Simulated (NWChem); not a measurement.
Species: CH₄Mg; SMILES [CH3][MgH]

Results from NWChem. Coordinates come from a PBE0/def2-SVP optimisation. Ions are spin-unrestricted doublets at the neutral geometry; other ion states weren't tried.

**Question.** Estimate the computed values for PBE/def2-SVP. Quantities: vertical ionisation energy, ΔSCF (eV); −ε(HOMO) (eV).

**Answer.** vertical ionisation energy, ΔSCF (eV): 8.83
−ε(HOMO) (eV): 5.61
